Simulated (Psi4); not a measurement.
Noncovalent pair: H2S (SMILES S) (first 3 atoms) with CH4S (SMILES CS); geometry from B3LYP-D3(BJ)/def2-TZVP.
(charge 0, multiplicity 1):
```json
[
 {"atom": "S", "x (Å)": "0.5962", "y (Å)": "0.3913", "z (Å)": "0.2288"},
 {"atom": "H", "x (Å)": "0.1610", "y (Å)": "0.8061", "z (Å)": "1.4381"},
 {"atom": "H", "x (Å)": "-0.6388", "y (Å)": "0.0438", "z (Å)": "-0.1665"},
 {"atom": "C", "x (Å)": "-0.2658", "y (Å)": "-1.2137", "z (Å)": "3.6803"},
 {"atom": "S", "x (Å)": "-0.3156", "y (Å)": "0.5788", "z (Å)": "4.0115"},
 {"atom": "H", "x (Å)": "0.1423", "y (Å)": "-1.7558", "z (Å)": "4.5301"},
 {"atom": "H", "x (Å)": "-1.2993", "y (Å)": "-1.5208", "z (Å)": "3.5299"},
 {"atom": "H", "x (Å)": "0.3014", "y (Å)": "-1.4266", "z (Å)": "2.7766"},
 {"atom": "H", "x (Å)": "1.0039", "y (Å)": "0.7525", "z (Å)": "4.1922"}
]
```

The numbers are results of Psi4 with SAPT0/jun-cc-pV(D+d)Z, not measurements.

**Question.** Which attractive term is largest, and how does the interaction split up?

**Answer.** electrostatics -195.1, exchange 289.8, induction -69.6, dispersion -97.5, total -72.5 meV; the largest attraction is electrostatics.
